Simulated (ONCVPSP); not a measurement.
carbon (C): from the effect back to the setting (ONCV)

Base potential:

carbon (C), optimised norm-conserving Vanderbilt (ONCV), made with ONCVPSP 4.0.1 (PBE, scalar-relativistic). Core [He], reference 2s2 2p2. Waves: 2s: rc 1.35 bohr, ncon 5, nbas 9, qcut 4.5 1/bohr, 3 projectors, debl 1 Ha; 2p: rc 2.95 bohr, ncon 3, nbas 6, qcut 4.8 1/bohr, 2 projectors, debl 3.4 Ha; d scattering state at 0.24 Ha: rc 3.25 bohr, ncon 3, nbas 6, qcut 2.5 1/bohr, 1 projector. Local part: polynomial inside 1.05 bohr (lpopt 1, dvloc0 6 Ha). Core correction: polynomial model core, fcfact 0.55.

Cutoffs, loose and tight: the cutoffs (Ha) at which the residual kinetic energy of the hardest occupied pseudo-wave falls to 1 and 0.1 mHa per electron. They do not see the model core or the augmentation charge, which bear on the density cutoff. Test errors are all-electron minus pseudo excitation energies from the reference, over the configurations 2s2 2p1; 2s2 2p0; 2s1 2p0; 2s0 2p4; variants that change the core or the reference have their own tests. The largest error is taken over the tests solved by every variant that gives reliable tests at all, those not shown here included: 2s1 2p0; 2s2 2p0; 2s2 2p1.

Only the scale of all radii but the core radius (base = 1) is moved:

```tsv
scale of all radii but the core radius (base = 1)	cutoff, loose	cutoff, tight	bound ghosts	largest test error (meV)
0.77	71 Ha	176 Ha	s	+1382
0.93	65 Ha	131 Ha	s	+2065
1.03	50 Ha	108 Ha	s	+2425
1.07	41 Ha	99 Ha	none	+2601
1.16	21 Ha	82 Ha	none	+3401
1.23	12 Ha	68 Ha	none	+3864
1.34	9.1 Ha	51 Ha	none	+4789
```

**Question.** One more run gave cutoff, loose: 75 Ha; cutoff, tight: 153 Ha; bound ghosts: s; largest test error (meV): +1761. Which value of the scale of all radii but the core radius (base = 1) was used?

**Answer.** 0.86. The tight cutoff moves one way along this sweep, from 176 Ha at 0.77 to 51 Ha at 1.34, which places the run between 0.77 and 0.93.
